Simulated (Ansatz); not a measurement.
H2GeO2, SMILES `[OH][Ge][OH]` (excited triplet; H–O–Ge–O torsion -97°, O–Ge–O–H torsion -97°) (charge 0, multiplicity 3). This triplet is an excited state, 2.94 eV above the relaxed singlet at the level frozen-core CCSD(T)/cc-pVTZ // B3LYP-D3(BJ)/def2-TZVP (Ansatz, a first-principles code).

The numbers are results of HSE06/cc-pVTZ // B3LYP-D3(BJ)/def2-TZVP (Ansatz), not measurements.

Ansatz 0.2 input:
```yaml
crystal:
  periodic: [false, false, false]
  atoms:
    - { symbol: O, position_ang: [-1.487824, 0.075199, 0.456827] }
    - { symbol: Ge, position_ang: [-0.000231, 0.688727, -0.390758] }
    - { symbol: O, position_ang: [1.487937, -0.352778, -0.299354] }
    - { symbol: H, position_ang: [-2.067217, -0.371262, -0.174254] }
    - { symbol: H, position_ang: [2.067337, -0.039888, 0.407541] }
basis:
  gaussian: { orbitals: cc-pVTZ }
hamiltonian:
  xc: hse06
magnetization:
  spin_polarized: true
  initial_magnetization: 2
```

Output:

```
Functional definition: HSE06
868 factors; their error is unknown
66 factors; integrals over basis functions are off by at most 4.6e-7 eV
mean field evaluation 1: about -60625.6188 eV, gradient 5.1e1 eV
mean field evaluation 2: about -60587.4292 eV, gradient 1.1e2 eV
mean field evaluation 4: about -60634.1629 eV, gradient 3.3e0 eV
mean field evaluation 8: about -60634.2161 eV, gradient 4.5e-2 eV
mean field evaluation 16: about -60634.4210 eV, gradient 1.6e-4 eV
mean field -60634.42096265 eV, -2228.2738708907 hartree, gradient 3.9e-5 eV, S^2 2.005518; 0 other end points of the search recorded, 0 dependent functions left out
reference -60634.42099844 eV, -2228.2738722061 hartree; 26, 24 occupied and 105, 107 virtual orbitals, 868 factors
Total energy: -60634.42099844 eV, -2228.2738722061 hartree
```
